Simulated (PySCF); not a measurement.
CdTe, SMILES [Cd]=[Te]. Coordinates come from a PBE-D3(BJ)/def2-TZVP optimisation. The def2 effective core potentials stand for the cores of Cd, Te; spin–orbit coupling is left out.

### Question
Give the equilibrium geometry at PBE-D3(BJ)/def2-TZVP (PySCF confirms it by a frequency run) as a Z-matrix, and its point group. (The exact figures need the calculation; the answer reports its results.)

### Answer
point group C∞v.
```
Cd
Te 1 2.5633
```
